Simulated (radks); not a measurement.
Isoelectronic series with 25 electrons, each ion in its NIST ground configuration. Method: scalar-relativistic Kohn-Sham, SCAN, spin-polarised, spherical densities, finite nucleus; open shells are filled with parallel spins first (spin-orbit coupling, left out, can overturn this in heavy ions); meta-GGA in the generalised Kohn-Sham scheme; Fermi nuclear charge, rms radius of each element as measured or else 0.836 A^(1/3) + 0.57 fm; computed with a radial shooting solver on a logarithmic mesh with Libxc functionals. Total energies (hartree) and orbital eigenvalues (hartree):

| ion | configuration | E (hartree) | 3d down | 3d up | 3p down |
|---|---|---|---|---|---|
| Ni3+ | [Ar] 3d7 | -1518.67783 | -1.63437 | -1.80288 | -4.05544 |
| Ga6+ | [Ar] 3d7 | -1932.59604 | -4.63858 | -4.86445 | -7.75629 |
| Se9+ | [Ar] 3d7 | -2400.44216 | -8.75130 | -9.03031 | -12.57578 |
| Rb12+ | [Ar] 3d7 | -2922.66638 | -13.91729 | -14.24707 | -18.46315 |
| Zr15+ | [Ar] 3d7 | -3499.87256 | -20.11610 | -20.49504 | -25.40446 |
| Tc18+ | [Ar] 3d7 | -4132.77336 | -27.33836 | -27.76530 | -33.39724 |
| Pd21+ | [Ar] 3d7 | -4822.18551 | -35.57958 | -36.05370 | -42.44414 |
| In24+ | [Ar] 3d7 | -5569.02572 | -44.83787 | -45.35858 | -52.55080 |
| Te27+ | [Ar] 3d7 | -6374.30958 | -55.11298 | -55.67988 | -63.72486 |
| Cs30+ | [Ar] 3d7 | -7239.1749 | -66.40567 | -67.01852 | -75.97555 |
| Ce33+ | [Ar] 3d7 | -8164.8667 | -78.71755 | -79.37623 | -89.31342 |
| Pm36+ | [Ar] 3d7 | -9152.7633 | -92.05083 | -92.75531 | -103.7503 |
